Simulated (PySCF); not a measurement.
## Calculated properties of `CC(C)[SiH2]O[SiH2]F`

Compound: C₃H₁₁FOSi₂.
Structure used (PBE0-D3(BJ)/def2-SVP), in Å, numbered top down from 1:
```xyz
18
C3H11FOSi2 angstrom
C     -2.9164   -0.4097   -0.7257
C     -1.5407    0.2214   -0.5061
C     -1.4253    0.8936    0.8615
Si    -0.2071   -1.0797   -0.7707
O      1.3204   -0.4411   -0.5756
Si     2.4815    0.6435   -0.2196
F      1.7863    2.0187    0.3027
H     -3.7151    0.3441   -0.6299
H     -3.1219   -1.1947    0.0215
H     -3.0134   -0.8670   -1.7235
H     -1.3761    0.9858   -1.2889
H     -1.5002    0.1563    1.6787
H     -2.2381    1.6242    1.0087
H     -0.4721    1.4304    0.9734
H     -0.3710   -2.1895    0.2183
H     -0.2892   -1.6386   -2.1539
H      3.2544    0.9834   -1.4404
H      3.3386    0.1383    0.8817
```

Some functional groups and rings: Si–H bond, siloxane link and C–Si bond.

**PBE0-D3(BJ)/def2-SVP geometry optimisation, gas phase (PySCF)**

```
Point group                  : C1
Rotational constants A, B, C : 3.043, 0.965, 0.780 GHz
```

From CAM-B3LYP/def2-SVPD ground state, ΔSCF and vertical TDDFT (core frozen in the response) (PySCF):

```
Dipole moment                                                     : 0.79 D
HOMO energy                                                       : -9.41 eV
LUMO energy                                                       : 1.06 eV
HOMO–LUMO gap                                                     : 10.47 eV
Lowest singlet excitation                                         : 7.41 eV (167 nm, f = 0.001)
Strongest line among the 10 lowest singlet transitions            : S8 at 8.65 eV (143 nm, f = 0.157)
Lowest triplet excitation (Tamm–Dancoff)                          : 7.13 eV
Static isotropic polarisability                                   : 90.3 au
Vertical ionisation energy                                        : 10.11 eV
Electronic spatial extent ⟨r²⟩ about the centre of nuclear charge : 1500 bohr²
```

From KT2/pcSseg-1 ground state and GIAO shieldings, non-relativistic (PySCF):

```
13C chemical shifts (computed TMS as zero) by class         : 19.7 (C2), 17.1 (C1/C3) ppm
1H chemical shifts (computed TMS as zero) by class          : 5.21 (H17/H18), 5.02 (H15/H16), 1.15 (H11), 1.10 (H8/H9/H10/H12/H13/H14) ppm
Isotropic shieldings of nuclei other than C and H, by class : 263 (O5), 319 (F7), 367 (Si4), 388 (Si6) ppm
```

Monoisotopic mass (most abundant isotopes): 138.0332 u.

In wavenumbers S1 is 59800 cm⁻¹ (1 eV = 8065.54 cm⁻¹). The principal polarisabilities are 80.9, 88.7 and 101.4 au; their mean is the isotropic value. The ΔSCF ionisation energy exceeds −ε(HOMO) by 0.70 eV with CAM-B3LYP.

One conformer (not necessarily the lowest) at the PBE0-D3(BJ)/def2-SVP geometry, without solvent or vibrations. NMR classes are plain means over equivalent atoms (diastereotopic ones count apart unless rotation or inversion swaps them), as if these changed places fast; in this geometry the members of some classes differ.
